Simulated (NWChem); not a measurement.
System: C2H4Cl2Si; SMILES [SiH3]C=C(Cl)Cl

Excerpt of the output:

```
             Northwest Computational Chemistry Package (NWChem) 7.3.0
             --------------------------------------------------------

                             Geometry "geometry" -> ""
                             -------------------------

 Output coordinates in angstroms (scale by  1.889725989 to convert to a.u.)

  No.       Tag          Charge          X              Y              Z
 ---- ---------------- ---------- -------------- -------------- --------------
    1 Si                  14.0000     0.40126600    -2.31343700     0.00000000
    2 C                    6.0000     0.97799800    -0.52798400     0.00000000
    3 C                    6.0000     0.15028400     0.52090800     0.00000000
    4 Cl                  17.0000    -1.56953500     0.34595600     0.00000000
    5 Cl                  17.0000     0.67897500     2.16188400     0.00000000
    6 H                    1.0000    -0.41485100    -2.60743000    -1.21547400
    7 H                    1.0000    -0.41485100    -2.60743000     1.21547400
    8 H                    1.0000     1.61454300    -3.18303900     0.00000000
    9 H                    1.0000     2.04739800    -0.29441700     0.00000000

 Effective nuclear repulsion energy (a.u.)     322.6069319982

                                 NWChem DFT Module
                                 -----------------

 Summary of "ao basis" -> "ao basis" (spherical)
 ------------------------------------------------------------------------------
       Tag                 Description            Shells   Functions and Types
 ---------------- ------------------------------  ------  ---------------------
 Si                         def2-svp                 8       18   4s3p1d
 C                          def2-svp                 6       14   3s2p1d
 Cl                         def2-svp                 8       18   4s3p1d
 H                          def2-svp                 3        5   2s1p

 in cosmo_initialize ...
 calling solv_data for solv:h2o

 solvent parameters
 solvname_short: h2o
 solvname_long:  water
 dielec:       78.4000
 dielecinf:     1.7769
 aqueous SMD model solvent descriptors
 dielec:       78.4000
 sola:          0.8200

          ---------------
          -cosmo- solvent
          ---------------
 Cosmo: York-Karplus, doi: 10.1021/jp992097l
 dielectric constant -eps-     =  78.40
 screen = (eps-1)/(eps    )    =   0.98724
 surface charge correction     = lagrangian

   van der Waals surface
 --------------------------

 ---------- ATOMIC COORDINATES (A.U.) ------------ VDWR(ANG.) --
     1    0.75828279   -4.37176202    0.00000000     2.470
     2    1.84814824   -0.99774509    0.00000000     1.850
     3    0.28399558    0.98437339    0.00000000     1.850
     4   -2.96599108    0.65376204    0.00000000     2.380
     5    1.28307670    4.08536838    0.00000000     2.380
     6   -0.78395472   -4.92732823   -2.29691281     1.200
     7   -0.78395472   -4.92732823    2.29691281     1.200
     8    3.05104387   -6.01507152    0.00000000     1.200
     9    3.86902121   -0.55636746    0.00000000     1.200
 number of segments per atom =        128
 number of   points per atom =        128
 atom (   nspa,  nppa )
 ----------------------
    1 (     90,     0 )       0
    2 (     30,     0 )       0
    3 (     14,     0 )       0
    4 (     86,     0 )       0
    5 (     92,     0 )       0
    6 (     33,     0 )       0
    7 (     33,     0 )       0
    8 (     32,     0 )       0
    9 (     46,     0 )       0
 number of -cosmo- surface points =      456
 molecular surface =    165.929 angstrom**2
 molecular volume  =    163.817 angstrom**3
 -lineq- algorithm             =   0
 -bem- low  level              =   3
 -bem- from -octahedral-
 gaussian surface charge width =   4.50000
 degree of switching           =   1.00000
 switching function tolerance  =   0.00010
 atomic radii =
 --------------
    1 14.000  2.470
    2  6.000  1.850
    3  6.000  1.850
    4 17.000  2.380
    5 17.000  2.380
    6  1.000  1.200
    7  1.000  1.200
    8  1.000  1.200
    9  1.000  1.200
 ...... end of -cosmo- initialization ......

 nat:                     9
 ixmem:                  4523
 calling mnsol_interface()
 G(SMD-CDS) energy (kcal/mol)  =     3.597
 SMD-CDS SASA (angstrom**2)    =   165.981

            General Information
            -------------------
          SCF calculation type: DFT
          Wavefunction type:  closed shell.
          No. of atoms     :     9
          No. of electrons :    64
           Alpha electrons :    32
            Beta electrons :    32
          Charge           :     0
          Spin multiplicity:     1
          Use of symmetry is: off; symmetry adaption is: off
          Maximum number of iterations: 150
          AO basis - number of functions:   102
                     number of shells:    48
          Convergence on energy requested:  1.00D-06
          Convergence on density requested:  1.00D-05
          Convergence on gradient requested:  5.00D-04

              XC Information
              --------------
                         PBE0 Method XC Functional
                     Hartree-Fock (Exact) Exchange  0.250
          PerdewBurkeErnzerhof Exchange Functional  0.750
            Perdew 1991 LDA Correlation Functional  1.000 local
           PerdewBurkeErnz. Correlation Functional  1.000 non-local

             Grid Information
             ----------------
          Grid used for XC integration:  medium
          Radial quadrature: Mura-Knowles
          Angular quadrature: Lebedev.
          Tag              B.-S. Rad. Rad. Pts. Rad. Cut. Ang. Pts.
          ---              ---------- --------- --------- ---------
          Si                  1.10       88          11.0       590
          C                   0.70       49          11.0       434
          Cl                  1.00       88          13.0       590
          H                   0.35       45          12.0       434
          Grid pruning is: on
          Number of quadrature shells:   542
          Spatial weights used:  Erf1

      Superposition of Atomic Density Guess
      -------------------------------------

 Sum of atomic energies:       -1284.63231983

      Non-variational initial energy
      ------------------------------

 Total energy =   -1286.585016
 1-e energy   =   -2416.275689
 2-e energy   =     807.083741
 HOMO         =      -0.274272
 LUMO         =       0.022998

   convergence    iter        energy       DeltaE   RMS-Dens  Diis-err
 ---------------- ----- ----------------- --------- --------- ---------
     COSMO gas phase
 d= 0,ls=0.0,diis     1  -1287.4201956902 -1.61D+03  1.43D-02  7.89D-01
 d= 0,ls=0.0,diis     2  -1287.2816402888  1.39D-01  1.01D-02  1.99D+00
 d= 0,ls=0.0,diis     3  -1287.5159133975 -2.34D-01  1.92D-03  2.41D-02
 d= 0,ls=0.0,diis     4  -1287.5183231768 -2.41D-03  8.85D-04  7.31D-03
 d= 0,ls=0.0,diis     5  -1287.5194068518 -1.08D-03  1.86D-04  4.49D-04
  Resetting Diis
 d= 0,ls=0.0,diis     6  -1287.5194657127 -5.89D-05  3.27D-05  1.10D-05
 d= 0,ls=0.0,diis     7  -1287.5194671150 -1.40D-06  1.28D-05  4.91D-07
 d= 0,ls=0.0,diis     8  -1287.5194670973  1.78D-08  7.34D-06  6.25D-07

   convergence    iter        energy       DeltaE   RMS-Dens  Diis-err
 ---------------- ----- ----------------- --------- --------- ---------
     COSMO solvation phase
 d= 0,ls=0.0,diis     1  -1287.5153252835  4.14D-03  8.58D-04  6.29D-04
 d= 0,ls=0.0,diis     2  -1287.5155281903 -2.03D-04  2.23D-04  3.56D-04
 d= 0,ls=0.0,diis     3  -1287.5155615331 -3.33D-05  9.36D-05  1.33D-04
 d= 0,ls=0.0,diis     4  -1287.5155782134 -1.67D-05  2.87D-05  1.05D-05
 d= 0,ls=0.0,diis     5  -1287.5155794598 -1.25D-06  9.28D-06  5.80D-07
 d= 0,ls=0.0,diis     6  -1287.5155795224 -6.27D-08  2.93D-06  1.08D-07

         Total DFT energy =    -1287.515579522447
      One electron energy =    -2418.476235997518
           Coulomb energy =      897.487309006351
    Exchange-Corr. energy =      -89.185064464128
 Nuclear repulsion energy =      322.606931998200

             COSMO energy =        0.051479934647

 Numeric. integr. density =       64.000005131416

                                COSMO-SMD solvation results
                                ---------------------------

             internal energy in gas <Psi(g)|H|Psi(g)> =     -1287.519467097267
         internal energy in solvent <Psi(s)|H|Psi(s)> =     -1287.519139131459
                               delta internal energy  =         0.000327965808 (    0.21 kcal/mol)
   total free energy in solvent <Psi(s)|H+V/2|Psi(s)> =     -1287.521311577595
 polarization energy contribution <Psi(s)|V/2|Psi(s)> =        -0.002172446136 (   -1.36 kcal/mol)
    total free energy in solvent including G(SMD-CDS) =     -1287.515579522447
                       G(SMD-CDS) energy contribution =         0.005732055148 (    3.60 kcal/mol)
     1 M fixed-concentration free energy of solvation =         0.003887574820 (    2.44 kcal/mol)

                       DFT Final Molecular Orbital Analysis
                       ------------------------------------

 Vector   30  Occ=2.000000D+00  E=-3.513642D-01
              MO Center= -5.6D-01,  7.9D-01,  1.3D-07, r^2= 4.1D+00
   Bfn.  Coefficient  Atom+Function         Bfn.  Coefficient  Atom+Function
  ----- ------------  ---------------      ----- ------------  ---------------
    59      0.482779  4 Cl pz                77     -0.409244  5 Cl pz
    56      0.360219  4 Cl pz                74     -0.304684  5 Cl pz
    53      0.207811  4 Cl pz                71     -0.176037  5 Cl pz
    83      0.097838  6 H  s                 88     -0.097838  7 H  s
    10     -0.096069  1 Si pz                13     -0.063632  1 Si pz

 Vector   31  Occ=2.000000D+00  E=-3.294531D-01
              MO Center= -6.0D-02,  9.5D-01, -1.5D-09, r^2= 4.5D+00
   Bfn.  Coefficient  Atom+Function         Bfn.  Coefficient  Atom+Function
  ----- ------------  ---------------      ----- ------------  ---------------
    75      0.469102  5 Cl px                58      0.405995  4 Cl py
    72      0.349229  5 Cl px                55      0.308910  4 Cl py
    69      0.200494  5 Cl px                52      0.176657  4 Cl py
    23     -0.133667  2 C  py                76     -0.121141  5 Cl py
    93     -0.112441  8 H  s                  9      0.108121  1 Si py

 Vector   32  Occ=2.000000D+00  E=-2.770892D-01
              MO Center=  2.7D-01,  1.6D-01,  2.4D-09, r^2= 3.6D+00
   Bfn.  Coefficient  Atom+Function         Bfn.  Coefficient  Atom+Function
  ----- ------------  ---------------      ----- ------------  ---------------
    24      0.373718  2 C  pz                77     -0.329547  5 Cl pz
    38      0.307025  3 C  pz                59     -0.301910  4 Cl pz
    27      0.279087  2 C  pz                74     -0.220552  5 Cl pz
    56     -0.200195  4 Cl pz                41      0.180330  3 C  pz
    71     -0.127092  5 Cl pz                53     -0.115417  4 Cl pz

 Vector   33  Occ=0.000000D+00  E=-3.503208D-02
              MO Center=  4.3D-01, -2.6D-01,  2.7D-09, r^2= 3.4D+00
   Bfn.  Coefficient  Atom+Function         Bfn.  Coefficient  Atom+Function
  ----- ------------  ---------------      ----- ------------  ---------------
    41      0.569589  3 C  pz                27     -0.492069  2 C  pz
    38      0.455952  3 C  pz                13     -0.364129  1 Si pz
    24     -0.337660  2 C  pz                84     -0.311686  6 H  s
    89      0.311686  7 H  s                 77     -0.238925  5 Cl pz
    59     -0.231857  4 Cl pz                56     -0.111397  4 Cl pz

 Vector   34  Occ=0.000000D+00  E= 2.101596D-02
              MO Center= -1.4D-01,  6.6D-01, -1.8D-09, r^2= 4.2D+00
   Bfn.  Coefficient  Atom+Function         Bfn.  Coefficient  Atom+Function
  ----- ------------  ---------------      ----- ------------  ---------------
    35      0.943431  3 C  s                 57     -0.605593  4 Cl px
    76      0.602171  5 Cl py                34      0.525923  3 C  s
    68     -0.509632  5 Cl s                 50     -0.476060  4 Cl s
    11      0.431789  1 Si px                40      0.427165  3 C  py
    94     -0.396464  8 H  s                 39     -0.329079  3 C  px

 Vector   35  Occ=0.000000D+00  E= 4.330069D-02
              MO Center=  2.1D-01, -1.5D+00,  1.8D-09, r^2= 5.7D+00
   Bfn.  Coefficient  Atom+Function         Bfn.  Coefficient  Atom+Function
  ----- ------------  ---------------      ----- ------------  ---------------
    12      1.190292  1 Si py                21     -0.893755  2 C  s
    39      0.439638  3 C  px                 4      0.416739  1 Si s
    11      0.417129  1 Si px                26      0.395241  2 C  py
    76      0.378719  5 Cl py                57      0.366516  4 Cl px
    36      0.306181  3 C  px                68     -0.281750  5 Cl s

     Multipole analysis of the density
     ---------------------------------

     L   x y z        total         alpha         beta         nuclear
     -   - - -        -----         -----         ----         -------
     0   0 0 0     -0.000000    -32.000000    -32.000000     64.000000

     1   1 0 0      0.392337      0.120452      0.120452      0.151433
     1   0 1 0     -0.231656     -1.542940     -1.542940      2.854223
     1   0 0 1      0.000000      0.000000      0.000000      0.000000

     2   2 0 0    -36.511506   -134.292106   -134.292106    232.072707
     2   1 1 0     -0.132846      6.147987      6.147987    -12.428819
     2   1 0 1      0.000000      0.000000      0.000000      0.000000
     2   0 2 0    -38.343278   -346.875035   -346.875035    655.406792
     2   0 1 1      0.000000      0.000000      0.000000      0.000000
     2   0 0 2    -39.027298    -24.789457    -24.789457     10.551617
```

Level: PBE0/def2-SVP, SMD on the gas-phase geometry. Structure relaxed at the PBE0/def2-SVP level. Solvent: water.

Question: Reconstruct the input file.

Answer: Several could match; the one computed here: the input that was run:
```
start job
memory heap 200 mb stack 900 mb global 1100 mb
geometry units angstroms noautosym nocenter noautoz
  Si     0.401266    -2.313437     0.000000
  C      0.977998    -0.527984     0.000000
  C      0.150284     0.520908     0.000000
  Cl    -1.569535     0.345956     0.000000
  Cl     0.678975     2.161884     0.000000
  H     -0.414851    -2.607430    -1.215474
  H     -0.414851    -2.607430     1.215474
  H      1.614543    -3.183039     0.000000
  H      2.047398    -0.294417     0.000000
end
basis spherical
  * library def2-svp
end
dft
  xc pbe0
  iterations 150
end
cosmo
  do_cosmo_smd true
  solvent water
end
task dft energy
```
